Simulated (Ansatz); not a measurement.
Spectroscopic constants of GeO, closed-shell singlet (the spin of the measured ground state). No spin–orbit coupling. Ge is treated without relativity.

Seven points along R, fitted to fifth degree in 1/R; most abundant isotopes. Runs in def2 and cc sets follow the lowest solution found near the PBE0 minimum. The singlet is held restricted. HF and MP2 rows in def2 and cc sets belong to the determinant that coupled cluster picked by its CCSD energy.

Correlated levels freeze the inner cores; with def2 sets outer-core shells near the valence are correlated too. CBS(a, b) extrapolates the correlation energy as X⁻³ and adds the Hartree–Fock energy of set b.

Codes used: Ansatz (Gaussian basis) for Hartree–Fock, density functionals and correlated methods. Each number belongs to the level named beside it.

D_e counts from each atom's lowest state at the same level, without counterpoise or zero-point energy.

```json
[
 {"level": "PBE/def2-TZVPP", "r_e (Å)": "1.647", "ω_e (cm⁻¹)": "956", "ω_e x_e (cm⁻¹)": "3.8", "D_e (eV)": "7.33", "dipole (D)": "3.12"},
 {"level": "PBE0/def2-TZVPP", "r_e (Å)": "1.623", "ω_e (cm⁻¹)": "1027", "ω_e x_e (cm⁻¹)": "3.7", "D_e (eV)": "6.60", "dipole (D)": "3.37"},
 {"level": "wB97X-V/def2-TZVPP", "r_e (Å)": "1.617", "ω_e (cm⁻¹)": "1054", "ω_e x_e (cm⁻¹)": "3.5", "D_e (eV)": "6.87", "dipole (D)": "3.47"},
 {"level": "wB97M-V/def2-TZVPP", "r_e (Å)": "1.620", "ω_e (cm⁻¹)": "[?]", "ω_e x_e (cm⁻¹)": "3.5", "D_e (eV)": "6.79", "dipole (D)": "3.51"},
 {"level": "MP2/def2-TZVPP", "r_e (Å)": "1.643", "ω_e (cm⁻¹)": "957", "ω_e x_e (cm⁻¹)": "3.8", "D_e (eV)": "-", "dipole (D)": "-"},
 {"level": "MP2/CBS(def2-TZVPP, def2-QZVPP)", "r_e (Å)": "1.631", "ω_e (cm⁻¹)": "972", "ω_e x_e (cm⁻¹)": "4.0", "D_e (eV)": "-", "dipole (D)": "-"},
 {"level": "SCS-MP2/def2-QZVPP", "r_e (Å)": "1.632", "ω_e (cm⁻¹)": "979", "ω_e x_e (cm⁻¹)": "4.0", "D_e (eV)": "-", "dipole (D)": "-"},
 {"level": "CCSD(T)/CBS(def2-TZVPP, def2-QZVPP)", "r_e (Å)": "[?]", "ω_e (cm⁻¹)": "[?]", "ω_e x_e (cm⁻¹)": "4.3", "D_e (eV)": "7.07", "dipole (D)": "-"}
]
```

Question: Complete the blanks.

Answer: 
- CCSD(T)/CBS(def2-TZVPP, def2-QZVPP), r_e (Å): 1.625
- CCSD(T)/CBS(def2-TZVPP, def2-QZVPP), ω_e (cm⁻¹): 1001
- wB97M-V/def2-TZVPP, ω_e (cm⁻¹): 1045

Measured for the ground state: r_e 1.6246 Å [microwave values compiled in ACS Omega 2, 8373 (2017)]. ω_e 985.5 cm-1, ω_e x_e 4.29 cm-1, B_e 0.4857 cm-1, α_e 0.0030756 cm-1 [Huber and Herzberg (1979), NIST Chemistry WebBook]. D_0 6.776 ± 0.048 eV (a handbook's tabulated 298 K bond energy less 3RT/2; such tables hold older values) [Luo, bond dissociation energies, CRC Handbook]. dipole 3.2824 D [compilation of Liu, Meijer and Pérez-Ríos].

Ansatz is a quantum-chemistry and plane-wave program.
